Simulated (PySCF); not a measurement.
# Computed structure and properties of [Tm(H2O)4]2+

System: [Tm(H2O)4]2+ (singlet in the valence; each metal's 4f electrons, 13 of them, lie in its core potential, out of spins and levels); start: displaced along the imaginary mode (S4). Method: PySCF 2.14.0, RKS PBE0, Tm lcecp-0-SVP with ECP59, O def2-SVP, H def2-SVP; non-relativistic Hamiltonian with scalar-relativistic core potentials where named; density fitting; no spin-orbit coupling.

Input of the relaxation:

```python
mol = gto.M(atom='''
Tm     0.00000    -0.00000     0.00000
O      1.38938     1.41586     1.40913
H      1.95755     1.11732     2.17996
H      1.54733     2.40029     1.29946
O     -1.38938    -1.40913     1.41586
H     -1.54733    -1.29946     2.40029
H     -1.95755    -2.17996     1.11732
O      1.38938    -1.41586    -1.40913
H      1.54733    -2.40029    -1.29946
H      1.95755    -1.11732    -2.17996
O     -1.38938     1.40913    -1.41586
H     -1.95755     2.17996    -1.11732
H     -1.54733     1.29946    -2.40029''',
    basis={'Tm': 'lcecp-0-SVP', 'O': 'def2-SVP', 'H': 'def2-SVP'},
    ecp={'Tm': 'lcecp-0-SVP'},
    charge=2, spin=0)
mf = dft.RKS(mol, xc='PBE0')
mf.grids.atom_grid = (50, 194)  # f atoms: unpruned, at least (60, 302)
mf = mf.density_fit()  # fitting sets: Tm AutoAux, O def2-universal-JKFIT, H def2-universal-JKFIT
mf.conv_tol = 1e-08; mf.max_cycle = 55
mf.kernel(dm0)  # dm0: converged density of the start geometry
# quasi-Newton relaxation in Cartesian coordinates to a largest gradient under 0.00045 Eh/bohr, steps kept in the point group
```

Run from Python with OMP_NUM_THREADS=2; the lines above give its settings. Where DIIS fails, smearing, a level shift and second-order steps follow.
It took 120 s on 2 threads of Arm Neoverse V2, on a shared host, from the converged density of the start.

Course of the relaxation:

```tsv
step	energy above end (eV)	largest force component within the symmetry (eV/Å)
0	0.2464	1.477
1	0.0253	0.227
2	0.0204	0.033
3	0.0194	0.039
4	0.0170	0.151
5	0.0143	0.064
6	0.0109	0.144
7	0.0084	0.109
14	0.0010	0.070
15	0.0004	0.029
16	0.0004	0.053
17	0.0002	0.030
18	0.0000	0.009
19	0.0000	0.022
```
(The steps between are left out.)

Relaxed geometry (S4):

```xyz
13

Tm    0.0001    0.0000    0.0000
O     1.4431    1.4166    1.3528
H     2.2481    1.1692    1.8358
H     1.3486    2.3676    1.5260
O    -1.4428   -1.3529    1.4166
H    -1.3472   -1.5269    2.3679
H    -2.2498   -1.8343    1.1688
O     1.4431   -1.4166   -1.3528
H     1.3486   -2.3676   -1.5260
H     2.2481   -1.1692   -1.8358
O    -1.4428    1.3529   -1.4166
H    -2.2498    1.8343   -1.1688
H    -1.3472    1.5269   -2.3679
```

```json
{"contact": "Tm1–O2 (H2O)", "Å": "2.433"}
{"contact": "Tm1–O5 (H2O)", "Å": "2.433"}
{"contact": "Tm1–O8 (H2O)", "Å": "2.433"}
{"contact": "Tm1–O11 (H2O)", "Å": "2.433"}
```

On the finer grid (75, 302):

```yaml
HOMO: not given (4f levels lie in the core)
LUMO: not given (4f levels lie in the core)
Dipole_about_the_centre_of_mass: 0.00 D
Set_of_Mulliken_populations_of_Tm1_outside_the_core_potential: s 2.14, p 6.20, d 0.43, f 0.01
D3_BJ_dispersion_energy_not_in_the_energies: -0.160 eV
```

```tsv
atom	Mulliken (e)	Löwdin (e)	spin (e)
Tm1	1.21	0.92	0.00
O2	-0.32	-0.03	0.00
H3	0.26	0.15	0.00
H4	0.26	0.15	0.00
O5	-0.32	-0.03	0.00
H6	0.26	0.15	0.00
H7	0.26	0.15	0.00
O8	-0.32	-0.03	0.00
H9	0.26	0.15	0.00
H10	0.26	0.15	0.00
O11	-0.32	-0.03	0.00
H12	0.26	0.15	0.00
H13	0.26	0.15	0.00
```

The 4f levels lie in the core potential and are missing. Their spin isn't counted.

On the grid (50, 194), as all that follows. Harmonic modes: 1 unstable but soft, so probably a saddle point, though modes this soft are near the noise (counted below −25 cm⁻¹); lowest -45 cm⁻¹ (negative: unstable), highest 3855 cm⁻¹, zero-point energy 2.664 eV.

Taking off one H2O (charge 0, singlet; the rest: singlet) in vacuum, both parts rigid, costs 1.91 eV; the small basis without counterpoise inflates it. Parting with an electron moved from the ligand to the metal can be far cheaper, even downhill.

Rigid scan of H2O along the line from its metal:

(distance to O2 (Å), energy (eV)): (2.13, 0.364), (2.23, 0.137), (2.33, 0.029), (2.43, 0.000), (2.53, 0.023), (2.63, 0.078)

One start shape was tried, so this needn't be the lowest isomer.

An lcecp potential fixes the number of 4f electrons, so in runs with it no electron can move into or out of that shell.
